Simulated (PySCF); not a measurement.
Zr(Cl)3(SH) (Cl3HSZr), SMILES [Cl][Zr]([Cl])([SH])[Cl], multiplicity 1.

Geometry optimised at B3LYP-D3(BJ)/def2-SVP. The multiplicity is an assumed one; no other spin state was optimised. The structure was generated by enumeration; whether it is a known compound was not checked. The def2 effective core potentials stand for the cores of Zr; spin–orbit coupling is left out. Other conformers were not sampled.

Method: ωB97X/def2-TZVP in PySCF.

Symmetry labels are those of the subgroup Cs that the program uses (full group Cs).

Task: List the valence orbital energies around the gap with their symmetry. (Estimate from the structure and the level; the computed values follow.)

Result: 
```tsv
orbital	symmetry	energy (eV)
HOMO−7	A"	-13.03
HOMO−6	A'	-13.01
HOMO−5	A'	-12.79
HOMO−4	A"	-12.45
HOMO−3	A'	-12.36
HOMO−2	A"	-12.04
HOMO−1	A'	-11.74
HOMO	A"	-10.63
LUMO	A'	-0.83
LUMO+1	A"	-0.57
LUMO+2	A'	-0.07
LUMO+3	A'	0.03
```
